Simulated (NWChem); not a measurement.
Correlation energy of BeO

```
Be
O 1 1.3594
```
Charge 0, spin multiplicity 1.

Program: NWChem. Structure: optimised with PBE/def2-SVP, a minimum by its harmonic frequencies.

Basis set: cc-pVTZ. Each correlation energy counts from its own Hartree-Fock reference.

The correlated methods keep 2 core orbitals frozen. The structure started from a generated list of species. Coupled-cluster values serve here as a point of comparison, not as the truth.

Q: For the correlation energy, MP2 gives -302.6 mHa and SCS-MP2 gives -293.7 mHa. What do CR-CCSD[T], CR-CCSD(T), CCSD give?

A: CR-CCSD[T]: -308.3 mHa; CR-CCSD(T): -305.2 mHa; CCSD: -291.7 mHa.
